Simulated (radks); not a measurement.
Problem. The mean radii <r> (bohr) of the occupied orbitals of an atom or ion are listed with their occupations. All-electron calculation, Dirac Kohn-Sham, exchange-only PBE, spin-unpolarised, spherical densities, finite nucleus; Fermi nuclear charge, rms radius of each element as measured or else 0.836 A^(1/3) + 0.57 fm. Program: a radial shooting solver on a logarithmic mesh with Libxc functionals.

| orbital | occ. | <r> |
|---|---|---|
| 1s1/2 | 2 | 0.06644 |
| 2s1/2 | 2 | 0.3081 |
| 2p1/2 | 2 | 0.2722 |
| 2p3/2 | 4 | 0.2750 |
| 3s1/2 | 2 | 0.9231 |
| 3p1/2 | 2 | 0.9657 |
| 3p3/2 | 4 | 0.9728 |
| 3d3/2 | 1 | 1.088 |

Name the element and its charge. Open shells, if any, fill j = l - 1/2 first.

Solution. Z = 23, vanadium, charge +4: V4+ in [Ar] 3d1. The 1s radius gives Z: for a bare nucleus <r> = (2 gamma + 1)/(2Z) with gamma = sqrt(1 - (Z/c)^2), 0.0646 bohr for Z = 23, and screening makes it slightly larger (0.06644 here). The occupations add up to 19, and the charge is Z minus that.
